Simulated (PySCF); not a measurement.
C₄H₁₀Si₂, SMILES [SiH3]C(CC#C)[SiH3].

The structure is a stationary point at TPSSh-D3(BJ)/def2-SVP. The structure was generated by enumeration, and PubChem lists no compound with its InChIKey, so it may never have been made. One conformer was computed; it need not be the lowest.

Two levels are set side by side: PBE/def2-TZVP (PySCF) and M06-2X/def2-TZVP (PySCF). Same geometry, gas phase. Differences are taken from unrounded values.

```json
[
 {"quantity": "orbital gap (eV)", "PBE": "5.87"},
 {"quantity": "highest occupied level (eV)", "PBE": "-6.62"},
 {"quantity": "lowest empty level (eV)", "PBE": "-0.75"},
 {"quantity": "dipole moment (D)", "PBE": "0.60"},
 {"quantity": "mean polarisability (bohr³)", "PBE": "102.8"}
]
```

Question: These are the PBE values. What does M06-2X give? (Estimate from the structure and the level; the computed values follow.)

Answer: 
```tsv
quantity	M06-2X	PBE minus M06-2X
orbital gap (eV)	9.88	-4.02
highest occupied level (eV)	-9.06	2.44
lowest empty level (eV)	0.83	-1.58
dipole moment (D)	0.51	0.09
mean polarisability (bohr³)	98.1	4.7
```

Without exact exchange PBE keeps part of each electron's self-repulsion, which lifts occupied levels and narrows the gap. Loosely held outer electrons make PBE densities more polarisable. Differences between two approximate levels are no errors against the true value.

Rough cost on one machine, each run with all the roots and properties that it gave: M06-2X against PBE about 4 times.
